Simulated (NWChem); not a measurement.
System: AlSiH$_{4}$Cl; SMILES [Cl][AlH][SiH3]

Here is an NWChem input.

```
start job
memory heap 200 mb stack 900 mb global 1100 mb
geometry units angstroms noautosym nocenter noautoz
  Al    -0.757942    -0.158441     0.002238
  Cl     0.454203    -1.889960    -0.000003
  H     -2.322042    -0.412834     0.019369
  Si     0.318096     2.040322    -0.001132
  H      0.119906     2.705745     1.327727
  H     -0.301662     2.925180    -1.039615
  H      1.786889     1.949441    -0.266866
end
basis spherical
  Al library def2-svpd
  Cl library def2-svpd
  H library def2-svpd
  Si library def2-svpd
end
dft
  xc pbe0
  iterations 150
end
property
  response 1 0.0428
end
task dft property
```

NWChem printed, in part:

```
             Northwest Computational Chemistry Package (NWChem) 7.3.0
             --------------------------------------------------------

                             Geometry "geometry" -> ""
                             -------------------------

 Output coordinates in angstroms (scale by  1.889725989 to convert to a.u.)

  No.       Tag          Charge          X              Y              Z
 ---- ---------------- ---------- -------------- -------------- --------------
    1 Al                  13.0000    -0.75794200    -0.15844100     0.00223800
    2 Cl                  17.0000     0.45420300    -1.88996000    -0.00000300
    3 H                    1.0000    -2.32204200    -0.41283400     0.01936900
    4 Si                  14.0000     0.31809600     2.04032200    -0.00113200
    5 H                    1.0000     0.11990600     2.70574500     1.32772700
    6 H                    1.0000    -0.30166200     2.92518000    -1.03961500
    7 H                    1.0000     1.78688900     1.94944100    -0.26686600

 Effective nuclear repulsion energy (a.u.)     163.9774173969

                              NWChem Property Module
                              ----------------------

                                 NWChem DFT Module
                                 -----------------

 Summary of "ao basis" -> "ao basis" (spherical)
 ------------------------------------------------------------------------------
       Tag                 Description            Shells   Functions and Types
 ---------------- ------------------------------  ------  ---------------------
 Al                        def2-svpd                10       24   5s3p2d
 Cl                        def2-svpd                11       27   5s4p2d
 H                         def2-svpd                 4        8   2s2p
 Si                        def2-svpd                10       24   5s3p2d

            General Information
            -------------------
          SCF calculation type: DFT
          Wavefunction type:  closed shell.
          No. of atoms     :     7
          No. of electrons :    48
           Alpha electrons :    24
            Beta electrons :    24
          Charge           :     0
          Spin multiplicity:     1
          Use of symmetry is: off; symmetry adaption is: off
          Maximum number of iterations: 150
          AO basis - number of functions:   107
                     number of shells:    47
          Convergence on energy requested:  1.00D-06
          Convergence on density requested:  1.00D-05
          Convergence on gradient requested:  5.00D-04

              XC Information
              --------------
                         PBE0 Method XC Functional
                     Hartree-Fock (Exact) Exchange  0.250
          PerdewBurkeErnzerhof Exchange Functional  0.750
            Perdew 1991 LDA Correlation Functional  1.000 local
           PerdewBurkeErnz. Correlation Functional  1.000 non-local

             Grid Information
             ----------------
          Grid used for XC integration:  medium
          Radial quadrature: Mura-Knowles
          Angular quadrature: Lebedev.
          Tag              B.-S. Rad. Rad. Pts. Rad. Cut. Ang. Pts.
          ---              ---------- --------- --------- ---------
          Al                  1.25       88          11.0       590
          Cl                  1.00       88          13.0       590
          H                   0.35       45          14.0       434
          Si                  1.10       88          13.0       590
          Grid pruning is: on
          Number of quadrature shells:   444
          Spatial weights used:  Erf1

      Superposition of Atomic Density Guess
      -------------------------------------

 Sum of atomic energies:        -991.85724753

      Non-variational initial energy
      ------------------------------

 Total energy =    -992.418085
 1-e energy   =   -1700.350748
 2-e energy   =     543.955246
 HOMO         =      -0.286094
 LUMO         =      -0.015461

   convergence    iter        energy       DeltaE   RMS-Dens  Diis-err
 ---------------- ----- ----------------- --------- --------- ---------
 d= 0,ls=0.0,diis     1   -993.8468382465 -1.16D+03  9.10D-03  2.45D-01
 d= 0,ls=0.0,diis     2   -993.8583722404 -1.15D-02  4.73D-03  1.39D-01
 d= 0,ls=0.0,diis     3   -993.8806478291 -2.23D-02  9.72D-04  1.24D-02
 d= 0,ls=0.0,diis     4   -993.8825358539 -1.89D-03  1.84D-04  1.31D-04
 d= 0,ls=0.0,diis     5   -993.8825604449 -2.46D-05  4.17D-05  9.03D-06
  Resetting Diis
 d= 0,ls=0.0,diis     6   -993.8825620607 -1.62D-06  7.22D-06  1.91D-07
 d= 0,ls=0.0,diis     7   -993.8825620942 -3.36D-08  2.53D-06  1.74D-08

         Total DFT energy =     -993.882562094235
      One electron energy =    -1702.470876455109
           Coulomb energy =      613.492175366706
    Exchange-Corr. energy =      -68.881278402722
 Nuclear repulsion energy =      163.977417396890

 Numeric. integr. density =       47.999996613740

                       DFT Final Molecular Orbital Analysis
                       ------------------------------------

[...]

 DFT Linear Response polarizability / au
 Frequency  =       0.0428000 / au
 Wavelength =    1064.5643224 / nm
              X              Y              Z
 -----------------------------------------------
 X      73.3281019      3.0166952     -0.0105861
 Y       3.0166965     92.2542820      0.0662811
 Z      -0.0105817      0.0662858     61.7816481
 -----------------------------------------------
 Eigenvalues =      72.8589335     92.7236207     61.7814777
 Isotropic   =      75.7880106
 Anisotropic =      27.1544843
 -----------------------------------------------

 Magnetic Dipole Response Matrix (nonzero elements):
```

Level: PBE0/def2-SVPD. Coordinates come from a PBE0/def2-SVP optimisation.
